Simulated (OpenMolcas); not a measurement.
What dynamic correlation does to the levels of Hg

| Property | Result |
| --- | --- |
| Program | OpenMolcas |
| Basis | ANO-RCC-VTZP [8s7p5d3f1g] |
| Scalar Hamiltonian | DKH2, point nucleus |
| Active space | 2 electrons in 8 orbitals (6s 6p 7s 7p) |
| State averaging | 2S+1 = 3 even, 3 roots (0 in the spin-orbit step); 2S+1 = 1 even, 1 root; 2S+1 = 3 odd, 3 roots; 2S+1 = 1 odd, 3 roots |
| Spin-orbit coupling | RASSI with atomic mean-field integrals over the reference wave functions, term energies averaged over their components |

Methods on the same reference wave functions:
A. CASSCF
B. SS-CASPT2, IPEA 0.25 Eh, imaginary shift 0.1 Eh (closed shells correlated: 5d)
C. XMS-CASPT2, IPEA 0.25 Eh, imaginary shift 0.1 Eh (closed shells correlated: 5d)

Energies in cm⁻¹ above 6s² ¹S₀, the measured ground level; measured values from NIST Handbook of Basic Atomic Spectroscopic Data.

| Level | A | B | C | Measured |
| --- | --- | --- | --- | --- |
| 6s² ¹S₀ | 0.0 | 0.0 | 0.0 | 0.0 |
| 6s 6p ³P°₀ | 32422 | 37810 | 37480 | 37645 |
| 6s 6p ³P°₁ | 34022 | 39360 | 39030 | 39412 |
| 6s 6p ³P°₂ | 37690 | 43070 | 42750 | 44043 |
| 6s 6p ¹P°₁ | 53249 | 54030 | 53650 | 54069 |

Deviations, from unrounded energies. A percentage is the sum of absolute deviations over the sum of measured energies, with the sign that they share, or ± where signs differ.

```tsv
Against measurement	Levels	A	B	C
mean absolute deviation (cm-1)	4	4400	310	570
other configurations (%)	4	-10.2	±0.7	-1.3
```

B lies closest to measurement on these levels and A furthest from it. The largest miss of B in the table is 6s 6p ³P°₂, by -970 cm-1. The ranking rests on the paired levels alone, and a cruder setting can come out closer through cancelling errors.

Between B and C the level of the table that moves most is 6s 6p ¹P°₁, by 390 cm-1 (lowest in C, highest in B). Moves below CASPT2's spread within the term are not significant.

The lowest spin-free term lies below A's lowest term by 0.396 hartree in B, 0.396 hartree in C.

CASPT2 breaks the degeneracy within a term, and the mean is taken; among the terms shown or strongly mixed into the levels shown the widest spread is 36 cm-1 (6s 6p ¹P°, C). Some high roots are left out of the spin-orbit mixing, which shifts the levels that they would mix with. Active for correlation alone: 7p 7s; no level in the range computed is led by a configuration that fills them, so any true level of that kind is missing. Spin-orbit splittings of 6p shells tend to come out small when the coupling is added on scalar orbitals. Computed and measured levels are paired by configuration, term and J; levels that our copy of the source lacks, or whose pairing is in doubt (as where it misses far off the trend of its configuration), stay unpaired and out of the deviations. Only configurations of the active space appear.

° marks odd parity.
